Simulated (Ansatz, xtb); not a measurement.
**Ranking isomers of C2H10BrNSi2**

4 gas-phase structures of C2H10BrNSi2, from a drawn sample of its isomers (lower ones may exist). Each was relaxed with GFN2-xTB; where two conformers were screened, the lower at r2SCAN-D4/def2-SVP is listed:

A. `CCN[SiH2][SiH2]Br`, a singlet
B. `CN(C[SiH3])[SiH2]Br`, a singlet
C. `CN(C)[SiH2][SiH2]Br`, a singlet
D. `CC[Si@H](N)[SiH2]Br`, a singlet

Problem. Which do you expect lowest at r2SCAN-D4/def2-SVP, and how would the others follow?

Solution. Calculated order at r2SCAN-D4/def2-SVP: D (0.0), A (14.4), B (19.7), C (22.1) kcal/mol.

Energies above the lowest of each column, in kcal/mol; the last columns are at PBE-D3(BJ)/def2-SVP geometries and were run for some of them only (a dash: not run or not comparable):

| structure | GFN2-xTB | HF/STO-3G | r2SCAN-D4/def2-SVP | PBE-D3(BJ)/def2-SVP | CCSD(T)/def2-SVP + ΔMP2/def2-TZVPP |
| --- | --- | --- | --- | --- | --- |
| D | 13.5 | 0.0 | 0.0 | 0.0 | 0.0 |
| A | 4.7 | 10.0 | 14.4 | 13.0 | 15.8 |
| B | 0.0 | 15.0 | 19.7 | 20.5 | 22.4 |
| C | 5.8 | 13.7 | 22.1 | – | – |

CCSD(T)/def2-SVP + ΔMP2/def2-TZVPP puts D lowest of those it was run on; GFN2-xTB picks B. Flexible structures stand in one conformer each, not always the lowest. Frequencies (GFN2-xTB) were run for A, B, D alone. The ΔMP2 step shifts differences by up to 4.6 kcal/mol, which makes them less sure. ΔMP2 is the change of the MP2 energy from the smaller to the larger basis.

Over these structures GFN2-xTB departs from r2SCAN-D4/def2-SVP by 10.8 kcal/mol on average once a common shift is removed. A GFN2-xTB relaxation took about 0.24 s and the r2SCAN-D4/def2-SVP energy about 2.6 s on a shared host (Ansatz 0.2.0, xtb 6.7.1).
